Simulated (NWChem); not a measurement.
Molecule: C2H6AlClO; SMILES C[O][Al]([CH3])[Cl]

```xyz
11

Al     0.4811     0.1811     0.0000
Cl    -1.2896     1.3574     0.0000
C      2.2562     0.9687     0.0000
H      2.4019     1.6131     0.8916
H      2.4019     1.6131    -0.8916
H      3.0419     0.1875     0.0000
O      0.2898    -1.5167     0.0000
C     -0.7916    -2.4131     0.0000
H     -1.7814    -1.9006     0.0000
H     -0.7503    -3.0720    -0.8964
H     -0.7503    -3.0720     0.8964
```
Atoms are numbered in this order, from 1.

Results from NWChem. Pople sets run with spherical d functions. Medium grid unless said otherwise, to which SCAN and Minnesota functionals are sensitive. Geometry: optimised at PBE-D3(BJ)/def2-SVP. Hybrids' shares of exact exchange are those that their runs print; pure functionals count as 0. The functionals differ in more than this share.

```
row            share of exact exchange  orbital gap (eV)
-------------  -----------------------  ----------------
PBE/6-31G*                        0.00              5.53
B97-D/6-31G*                      0.00              5.70
B3LYP/6-31G*                      0.20          withheld
PBE0/6-31G*                       0.25              7.84
MN15/6-31G*                       0.44              9.12
M05-2X/6-31G*                     0.56             10.27
```

Question: Fit a straight line of the last column on the one before it, predict the withheld value, and compare with the run.

Answer: 
1. Means of the 5 shown rows: x = 0.250, y = 7.692. Slope Σ(x − x̄)(y − ȳ)/Σ(x − x̄)² = 2.109/0.2572 = 8.200; intercept 5.642.
2. The shown rows scatter about the line by 0.106 (root mean square); the largest residual is +0.15, at PBE0/6-31G*.
3. At x = 0.20 (B3LYP/6-31G*; inside the shown range) the line gives 7.28.
4. The run gives 7.37, +0.09 from the line, 0.9 times the scatter.
